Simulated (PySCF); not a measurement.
**Polarisability and C₆ of Re (rhenium, neutral)**

[Xe] 4f14 5d5 6s2, high-spin 6S determinant. Calculation: PySCF 2.14, in ANO-RCC-VTZP (8s7p5d3f2g1h, 104 functions); the spin-free X2C one-electron Hamiltonian (Gaussian nucleus). Coupled (time-dependent) response in atomic units; α is the mean over directions. The basis has no added diffuse functions, which lowers α and C₆.

| method | mean α (bohr³) | C₆ (like pair) | S(−4) |
| --- | --- | --- | --- |
| PBE | 46.49 | 508.1 | 679.2 |

S(−4) is the Cauchy moment in α(ω) = α(0) + S(−4) ω² + …

Reference α: 62 ± 3 bohr³ (recommended; Schwerdtfeger and Nagle, table of static dipole polarizabilities (2023 update)). Published C₆: 663.0 (Gould and Bucko (2016)).

α(iu) at PBE:

```json
{"u (hartree)": "0", "α(iu) (bohr³)": "46.49"}
{"u (hartree)": "0.0500", "α(iu) (bohr³)": "44.87"}
{"u (hartree)": "0.100", "α(iu) (bohr³)": "40.78"}
{"u (hartree)": "0.200", "α(iu) (bohr³)": "30.64"}
{"u (hartree)": "0.300", "α(iu) (bohr³)": "22.51"}
{"u (hartree)": "0.500", "α(iu) (bohr³)": "13.56"}
{"u (hartree)": "0.750", "α(iu) (bohr³)": "8.827"}
{"u (hartree)": "1.00", "α(iu) (bohr³)": "6.519"}
{"u (hartree)": "1.50", "α(iu) (bohr³)": "4.183"}
{"u (hartree)": "2.00", "α(iu) (bohr³)": "2.963"}
{"u (hartree)": "3.00", "α(iu) (bohr³)": "1.731"}
{"u (hartree)": "5.00", "α(iu) (bohr³)": "0.8233"}
```

A single London oscillator, α(iu) = α/(1 + u²/ω²), gives C₆ = (3/4) ω α². Matching the computed C₆ needs ω = 4 × 508.1 / (3 × 46.49²) = 0.313 hartree.

Spin-orbit coupling, which splits the p, d and f shells strongly at this Z, is absent.
